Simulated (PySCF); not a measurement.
C3H7ClSi, SMILES C[SiH2]/C=C/Cl.

The structure is a stationary point at r2SCAN-D4/def2-SVP. The structure was generated by enumeration; whether it is a known compound was not checked. The values are those of a single conformer.

All values below come from PySCF with TDDFT-M06-2X/def2-SVPD.

Vertical excitations. The molecule is in vacuum.

```tsv
state	energy (eV)	λ (nm)	f	main pairs
S1	6.42	193	0.431	HOMO→LUMO 95 %
S2	6.73	184	0.001	HOMO→LUMO+2 39 %, HOMO→LUMO+1 16 %, HOMO−1→LUMO 13 %, HOMO→LUMO+3 7 %
S3	6.76	183	0.003	HOMO−1→LUMO 68 %
S4	7.14	174	0.001	HOMO−3→LUMO 61 %, HOMO−2→LUMO 15 %, HOMO−1→LUMO 12 %
S5	7.41	167	0.003	HOMO→LUMO+3 51 %, HOMO→LUMO+1 37 %
S6	7.71	161	0.016	HOMO→LUMO+2 32 %, HOMO→LUMO+3 27 %, HOMO→LUMO+1 26 %
S7	7.90	157	0.009	HOMO−1→LUMO+2 34 %, HOMO→LUMO+4 12 %, HOMO−1→LUMO+1 10 %, HOMO−1→LUMO+3 10 %
S8	7.91	157	0.002	HOMO→LUMO+4 51 %, HOMO→LUMO+5 15 %
S9	8.02	155	0.018	HOMO−2→LUMO 60 %, HOMO−3→LUMO 19 %, HOMO−4→LUMO 16 %
S10	8.21	151	0.011	HOMO−4→LUMO 49 %, HOMO−2→LUMO 14 %, HOMO→LUMO+5 13 %, HOMO→LUMO+6 10 %
T1	4.31	287	0	HOMO→LUMO 87 %
T2	6.39	194	0	HOMO→LUMO+2 43 %, HOMO→LUMO+1 14 %, HOMO→LUMO+3 10 %
T3	6.48	191	0	HOMO−1→LUMO 59 %, HOMO−3→LUMO 22 %
T4	6.95	179	0	HOMO−3→LUMO 46 %, HOMO−1→LUMO 30 %, HOMO−2→LUMO 13 %
```
Triplets are in the Tamm–Dancoff approximation, which puts them higher than full response would, so one can lie above its singlet here.
